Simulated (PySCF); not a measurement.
Rigid-rotor lines calculated for a species of formula C7H5N (commonest isotopes; B3LYP/def2-SVPD in PySCF (dipole) on a GFN2-xTB geometry, gas phase), labelled J(Ka,Kc):

```
     transition     MHz
1(0,1) ← 0(0,0)  2870.2
2(0,2) ← 1(0,1)  5721.0
2(1,1) ← 1(1,0)  6082.1
1(1,1) ← 0(0,0)  7207.0
2(1,2) ← 1(1,1)  5398.8
```

Find the rotational constants.

1(0,1) ← 0(0,0) is B + C, 2(1,1) ← 1(1,0) is 3B + C and 2(1,2) ← 1(1,1) is B + 3C, so B − C is half the difference of the last two, 341.7 MHz. 1(1,1) ← 0(0,0) is A + C. A = 5942.7, B = 1605.9, C = 1264.3 MHz.

What moments of inertia, asymmetry and inertial defect follow?

I = 505379 MHz·u·Å² over each constant: Ia = 85.04, Ib = 314.69, Ic = 399.74 u·Å²; κ = (2B − A − C)/(A − C) = -0.854 (asymmetric top); Δ = Ic − Ia − Ib = 0.00 u·Å².

Which dipole components do these lines need?

μa and μb (a-type: ΔKa even, ΔKc odd; b-type: both odd). The calculation gives |μa| = 1.44 D, |μb| = 1.88 D, |μc| = 0.00 D.

Where do these fall, and of which type are they? 1(1,0) ← 1(1,1); 2(2,0) ← 2(1,1); 2(2,0) ← 1(1,1); 2(2,1) ← 1(1,0); 2(0,2) ← 1(1,1); 2(2,1) ← 2(1,2).

| transition | MHz | type | branch |
| --- | --- | --- | --- |
| 1(1,0) ← 1(1,1) | 342 | a | Q |
| 2(0,2) ← 1(1,1) | 1384 | b | R |
| 2(2,0) ← 2(1,1) | 13030 | b | Q |
| 2(2,1) ← 2(1,2) | 14035 | b | Q |
| 2(2,1) ← 1(1,0) | 19093 | b | R |
| 2(2,0) ← 1(1,1) | 19454 | b | R |

Which structure gave them?

2-ethynylpyridine (`C#Cc1ccccn1`), point group Cs. Three constants can't fix a structure by themselves; this is the one that was computed:
```xyz
13
C7H5N angstrom
C      3.235   -0.710   -0.414
C      2.059   -0.520   -0.271
C      0.671   -0.269   -0.103
C      0.221    1.035    0.130
C     -1.137    1.240    0.290
C     -1.994    0.151    0.212
C     -1.443   -1.100   -0.026
N     -0.152   -1.312   -0.179
H      4.262   -0.886   -0.541
H      0.926    1.851    0.180
H     -1.524    2.233    0.472
H     -3.059    0.270    0.333
H     -2.068   -1.981   -0.101
```

No GFN2-xTB frequencies stand behind this structure, so it isn't proved a minimum. Zero-point vibration and centrifugal distortion are left out. Quadrupole hyperfine structure (14N) is left out.
